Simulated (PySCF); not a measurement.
Germanium: a sound run and one with changed settings

Sound run: Ge⁺ [Ar] 3d10 4s2 4p1, Ge²⁺ [Ar] 3d10 4s2. Computed with PySCF 2.14 in cc-pVDZ-PP with ECP10MDF (4s3p2d, 23 functions), with a scalar-relativistic core potential. The sound run starts from symmetry-adapted Hartree-Fock orbitals and uses a fine grid where one is needed.

Changed run: basis STO-3G, all-electron and non-relativistic. This setting is unsound on purpose.

```
species  method  sound run (hartree)  changed run (hartree)  converged
    Ge⁺     UHF           -293.06884            -2051.47666        yes
    Ge⁺    TPSS           -294.15043            -2052.62019        yes
    Ge⁺    MN15           -294.59295            -2050.40879        yes
   Ge²⁺     UHF           -292.50960            -2050.96627        yes
   Ge²⁺    TPSS           -293.57266            -2052.08115        yes
   Ge²⁺    MN15           -294.02268            -2049.89659        yes
```

Ionisation energy of Ge⁺:

```csv
method,sound run (eV),changed run (eV)
UHF,15.218,13.888
TPSS,15.722,14.668
MN15,15.518,13.937
```

A minimal basis cannot let orbitals breathe on ionisation and holds almost no correlation. The Hamiltonian changed with the basis, so the totals do not compare.

For comparison, NIST gives 15.935 eV between the lowest levels.
